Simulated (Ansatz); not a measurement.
Consider the formal exchange of groups at the Si–Ge bond: `[GeH3][GeH2][SiH2][GeH2][GeH3]` + `[GeH3][SiH2][GeH3]` → `[GeH3][SiH2][GeH2][SiH2][GeH2][GeH3]` + `[GeH3][GeH3]`.

Gas-phase electronic energies from Ansatz, PBE0-D4/def2-TZVP geometries. CBS: MP2 limit from def2 TZ/QZ plus the TZ coupled-cluster correction, frozen cores. Functionals use def2-TZVPP. B3LYP here is the variant with VWN-RPA as its local correlation; programs differ in this. For Ge outer-core shells are correlated without core-valence functions, which leaves a few kJ/mol of doubt a bond. Scalar relativity is left out up to krypton. Each species was taken in one conformer, which may not be the lowest.

```csv
level,ΔE (kJ/mol),difference from CCSD(T)/CBS
LDA (SPW92),-4.3,-1.6
revPBE-D4,-3.6,-0.9
r2SCAN-D4,-1.9,0.8
B97M-V,-2.7,0.0
PBE-QIDH,-1.1,1.6
r2SCAN,-0.2,2.5
B3LYP,3.2,5.9
r2SCANh,-0.2,2.5
HF/def2-SVP,4.0,6.7
CCSD(T)/def2-SVP,-2.9,-0.2
CCSD(T)/CBS,-2.7,0
```

Largest T1 diagnostic among the species: 0.012.

Leaving LDA and LC-ωPBE aside and taking each functional with its dispersion term where it has one, the values, not all of them listed here, spread over 4.7 kJ/mol, from BLYP-D4 to B2PLYP. LDA lies −5.4 kJ/mol from PBE without D4. The D4 term adds −7.2 kJ/mol with B3LYP and −4.5 kJ/mol with PBE0; it sums over pairs of atoms, weighted by their polarisabilities, and B3LYP, whose exchange is more repulsive, gets the larger term.
